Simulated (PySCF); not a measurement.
C12H20Si.
SMILES: `C1CC1[Si](C1CC1)(C1CC1)C1CC1`

Torsions of this conformer, `[CH2:1]1[CH2:2][CH:3]1[Si:4]([CH:5]1[CH2:6][CH2:7]1)([CH:8]1[CH2:9][CH2:10]1)[CH:11]1[CH2:12][CH2:13]1`: C2–C3–Si4–C5 -33°, C3–Si4–C5–C6 -152°, C3–Si4–C8–C9 -33°, C3–Si4–C11–C12 -36°.

The closed-shell ground state was solved at several levels (PySCF, density fitting, gas phase, non-relativistic). The structure is a single PBE0-D3(BJ)/def2-SVP conformer in the gas phase; no vibrational or solvent corrections.

```csv
level,basis functions,total energy (Eh),HOMO (eV),LUMO (eV),gap (eV),dipole (D)
CAM-B3LYP/def2-SVPD,424,-758.0339,-8.83,1.50,10.33,0.07
HF/pcSseg-1,328,-754.7839,-10.34,4.21,14.55,0.04
```

Question: Estimate the row for PBE0/pcSseg-1, a basis of 328 functions; the other rows only guide the guess.

Answer: Total energy -757.9580 Eh, HOMO -7.48 eV, LUMO 1.32 eV, gap 8.80 eV, dipole 0.04 D.

Question: Over all these levels, which gives the widest orbital gap and which the narrowest?

Answer: HF/pcSseg-1 (Hartree–Fock, all exact exchange) has the widest, 14.55 eV, and PBE0/pcSseg-1 (global hybrid, 25 % exact exchange) the narrowest, 8.80 eV. The two share the basis. From the narrowest to the widest the HOMO moves by -2.86 eV and the LUMO by +2.89 eV. The HOMO need not be the same orbital at Hartree–Fock and at DFT levels.

Question: How far do the dipole and the HOMO energy spread over the levels?

Answer: The dipole runs from 0.04 to 0.07 D (mean 0.05 D) and the HOMO from -10.34 to -7.48 eV.
